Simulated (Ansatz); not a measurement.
`CC([SiH3])=[Se]` and `CC=[Se]` differ in one atom or group.

Ansatz, PBE0-D4/def2-TZVP geometries, multiplicity 1. 

Scalar relativity is left out up to krypton. Spin–orbit coupling is left out; it splits and shifts lone-pair levels of the heavy atoms by tenths of an eV.

```json
{"property": "HOMO energy (PBE0/def2-TZVPP) / eV", "`CC([SiH3])=[Se]`": "-6.15"}
{"property": "size of the dipole moment (ωB97M-V/def2-TZVPP) / D", "`CC([SiH3])=[Se]`": "1.91"}
{"property": "LUMO energy (B3LYP/def2-TZVPP) / eV", "`CC([SiH3])=[Se]`": "-2.88"}
{"property": "HOMO energy (PBE/def2-TZVPP) / eV", "`CC([SiH3])=[Se]`": "-5.02"}
{"property": "HOMO–LUMO gap (B3LYP/def2-TZVPP) / eV", "`CC([SiH3])=[Se]`": "3.04"}
{"property": "LUMO energy (ωB97M-V/def2-TZVPP) / eV", "`CC([SiH3])=[Se]`": "-0.65"}
```

**Question.** Give the same properties after the change, and the shifts. (Estimate.)

**Answer.** Ansatz gave: 
```json
{"property": "HOMO energy (PBE0/def2-TZVPP) / eV", "`CC=[Se]`": "-6.20", "shift": "-0.05"}
{"property": "size of the dipole moment (ωB97M-V/def2-TZVPP) / D", "`CC=[Se]`": "2.40", "shift": "0.49"}
{"property": "LUMO energy (B3LYP/def2-TZVPP) / eV", "`CC=[Se]`": "-2.56", "shift": "0.32"}
{"property": "HOMO energy (PBE/def2-TZVPP) / eV", "`CC=[Se]`": "-5.05", "shift": "-0.03"}
{"property": "HOMO–LUMO gap (B3LYP/def2-TZVPP) / eV", "`CC=[Se]`": "3.41", "shift": "0.37"}
{"property": "LUMO energy (ωB97M-V/def2-TZVPP) / eV", "`CC=[Se]`": "-0.26", "shift": "0.39"}
```

With PBE0 the HOMO falls by 0.05 eV and the LUMO rises by 0.35 eV, so the gap widens by about 0.40 eV. PBE moves the HOMO by -0.03 eV and ωB97M-V by -0.07 eV. The zero-point energy changes by -39.6 kJ/mol with -9 modes. Dipoles are sizes alone; their direction can turn.

B3LYP here is the variant with VWN-RPA as its local correlation; programs differ in this.
